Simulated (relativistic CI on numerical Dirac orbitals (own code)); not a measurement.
# Spin-allowed bands of a d3 ion in a tetrahedral site, by hand

Problem. Take Δ = 8700 cm⁻¹ and B = 830 cm⁻¹ for a d3 ion in a tetrahedral site. Calculate the three spin-allowed bands.

Working.
1. The terms of highest spin are 4F (energy 0) and 4P (15B = 12450 cm⁻¹). Here the F term splits into A2 at +1.2Δ = 10440, T2 at +0.2Δ = 1740 and T1 at −0.6Δ = -5220 cm⁻¹.
2. The two T1 states mix through the element 0.4Δ: H = [[-5220, 3480], [3480, 12450]], with roots ½(H₁₁ + H₂₂) ∓ ½√[(H₂₂ − H₁₁)² + 4H₁₂²] = ½(7230) ∓ ½(18991) = -5881 and 13111 cm⁻¹.
3. The ground term is 4T1 at -5881 cm⁻¹.
4. Bands: 4T2 7621 cm⁻¹ (1312 nm), 4A2 16321 cm⁻¹ (613 nm), 4T1(P) 18991 cm⁻¹ (527 nm).

Check. Exact diagonalisation of the whole d3 shell with these parameters gives 4T2 7621, 4A2 16321, 4T1 18991 cm⁻¹. The match is exact, since without spin-orbit coupling no other term has this spin. The ratio of the second band to the first, 2.142, depends on Δ/B = 10.5 alone, which is how a Tanabe-Sugano diagram is read.
